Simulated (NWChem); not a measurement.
The numbers come from NWChem runs, not from measurements. System: C2H5S, charge 0, spin multiplicity 2, at a geometry optimised with UPBE0/def2-SVP. The structure started from a generated list of species. Its SCF solution wasn't tested for a lower state. Level: URI-MP2/cc-pVTZ, 7 core orbitals frozen.

The NWChem input:

```
start mol
memory heap 200 mb stack 900 mb global 1100 mb
geometry units angstroms nocenter noautoz noautosym
  C     -1.686378     0.147695     0.086059
  C     -0.389070    -0.515080     0.372983
  S      1.133929     0.087029    -0.197695
  H     -1.993441     0.042825    -0.974009
  H     -2.489029    -0.284667     0.702633
  H     -1.649655     1.230502     0.299010
  H     -0.350428    -1.570818     0.654604
  H      0.792383     1.394009    -0.273367
end
basis spherical
  * library cc-pvtz
end
basis "ri-mp2 basis" spherical
  * library cc-pvtz-ri
end
scf
  uhf
  nopen 1
  maxiter 100
  thresh 1e-7
  semidirect memsize 60000000 filesize 0
  # guess.movecs holds the orbitals of an unrestricted PBE0 run
  vectors input guess.movecs output mol.movecs
end
mp2
  freeze core 7
end
task rimp2 energy
```

Part of the output:

```
             Northwest Computational Chemistry Package (NWChem) 7.3.0
             --------------------------------------------------------

                                NWChem Input Module
                                -------------------

 Scaling coordinates for geometry "geometry" by  1.889725989
 (inverse scale =  0.529177249)

                             Geometry "geometry" -> ""
                             -------------------------

 Output coordinates in angstroms (scale by  1.889725989 to convert to a.u.)

  No.       Tag          Charge          X              Y              Z
 ---- ---------------- ---------- -------------- -------------- --------------
    1 C                    6.0000    -1.68637800     0.14769500     0.08605900
    2 C                    6.0000    -0.38907000    -0.51508000     0.37298300
    3 S                   16.0000     1.13392900     0.08702900    -0.19769500
    4 H                    1.0000    -1.99344100     0.04282500    -0.97400900
    5 H                    1.0000    -2.48902900    -0.28466700     0.70263300
    6 H                    1.0000    -1.64965500     1.23050200     0.29901000
    7 H                    1.0000    -0.35042800    -1.57081800     0.65460400
    8 H                    1.0000     0.79238300     1.39400900    -0.27336700

 Effective nuclear repulsion energy (a.u.)      99.5077112507

            Nuclear Dipole moment (a.u.)
            ----------------------------
        X                 Y               Z
 ---------------- ---------------- ----------------
     0.0000113384     0.0000094486     0.0000056692


 Summary of "ao basis" -> "" (spherical)
 ------------------------------------------------------------------------------
       Tag                 Description            Shells   Functions and Types
 ---------------- ------------------------------  ------  ---------------------
 *                          cc-pvtz                   on all atoms

 Summary of "ri-mp2 basis" -> "" (spherical)
 ------------------------------------------------------------------------------
       Tag                 Description            Shells   Functions and Types
[...]
 RI-MP2 Calculation Information:
          Nr. of AO basis functions:        164
     Nr. of fitting basis functions:        434
               Nr. of MO spin cases:          2
        Nr. of MOs to be correlated:        157        157
     Nr. of occupied MOs correlated:         10          9
      Nr. of virtual MOs correlated:        147        148

          RI integral approximation: 'V'
    Threshold for Schwarz screening:  1.000E-09
 Smallest eigenvalue retained in fit  1.000E-08
    Type of storage for MO integrals 'EAF library'

 Transformation block size   10, requiring     1 integral passes.
 XForm_3cInts: Completed     1:   10 pass.
 Transformation block size    9, requiring     1 integral passes.
 XForm_3cInts: Completed     1:    9 pass.
 Energy evaluation using block sizes    10   10
 RIMP2_V_E2: Approx. ints. done (    1:   10,    1:   10)
 RIMP2_V_E2: Copy to B done (    1:   10,    1:   10)
 RIMP2_V_E2: Denominators done (    1:   10,    1:   10)
 RIMP2_V_E2: Completed block (    1:   10,    1:   10)
 RIMP2_V_E2: Approx. ints. done (    1:   10,    1:    9)
 RIMP2_V_E2: Copy to B done (    1:   10,    1:    9)
 RIMP2_V_E2: Denominators done (    1:   10,    1:    9)
 RIMP2_V_E2: Completed block (    1:   10,    1:    9)
 RIMP2_V_E2: Approx. ints. done (    1:    9,    1:    9)
 RIMP2_V_E2: Copy to B done (    1:    9,    1:    9)
 RIMP2_V_E2: Denominators done (    1:    9,    1:    9)
 RIMP2_V_E2: Completed block (    1:    9,    1:    9)

          -------------------------------------------
          SCF energy                -476.179626468379
          Correlation energy          -0.502360782151
          Total MP2 energy          -476.681987250529
          -------------------------------------------

 -----------------------
 Performance information
 -----------------------

 Timer overhead =  9.65D-08 seconds/call

               Nr. of calls         CPU time (s)                 Wall time (s)                GFlops
             ---------------    -------------------     ------------------------------   -------------------
Name         Min   Avg   Max    Min     Avg     Max     Min     Avg     Max   Mx/calls   Min     Max     Sum
Overall       1     1     1    96.     96.     96.      96.     96.     96.     96.      0.0     0.0     0.0
3c integr     2     2     2    2.8     2.8     2.8      2.8     2.8     2.8     1.4      0.0     0.0     0.0
Energy        1     1     1   0.41    0.41    0.41     0.41    0.41    0.41    0.41      0.0     0.0     0.0
3c integr     2     2     2    2.8     2.8     2.8      2.8     2.8     2.8     1.4      0.0     0.0     0.0
First 2/3     6     6     6   3.77E-2 3.77E-2 3.77E-2  3.77E-2 3.77E-2 3.77E-2 6.28E-3   0.0     0.0     0.0
Final 1/3     2     2     2   2.38E-2 2.38E-2 2.38E-2  2.38E-2 2.38E-2 2.38E-2 1.19E-2   0.0     0.0     0.0
Write 3c      2     2     2   2.28E-3 2.28E-3 2.28E-3  2.28E-3 2.28E-3 2.28E-3 1.14E-3   0.0     0.0     0.0
Read 3c i     3     3     3   2.84E-3 2.84E-3 2.84E-3  2.84E-3 2.84E-3 2.84E-3 9.47E-4   0.0     0.0     0.0
Fitting b     1     1     1   0.13    0.13    0.13     0.13    0.13    0.13    0.13      0.0     0.0     0.0
Schwarz i     1     1     1   3.13E-2 3.13E-2 3.13E-2  3.13E-2 3.13E-2 3.13E-2 3.13E-2   0.0     0.0     0.0
Form 4ci      3     3     3   0.11    0.11    0.11     0.11    0.11    0.11    3.57E-2   0.0     0.0     0.0
Form A &      3     3     3   0.28    0.28    0.28     0.28    0.28    0.28    9.43E-2   0.0     0.0     0.0
Denominat     3     3     3   3.59E-3 3.59E-3 3.59E-3  3.59E-3 3.59E-3 3.59E-3 1.20E-3   0.0     0.0     0.0
Pair Ener     3     3     3   1.40E-2 1.40E-2 1.40E-2  1.40E-2 1.40E-2 1.40E-2 4.67E-3   0.0     0.0     0.0

 The average no. of pstat calls per process was 3.30D+01
 with a timing overhead of 3.18D-06s

 Task  times  cpu:       95.8s     wall:       95.8s

 Total times  cpu:       95.8s     wall:       95.8s
```
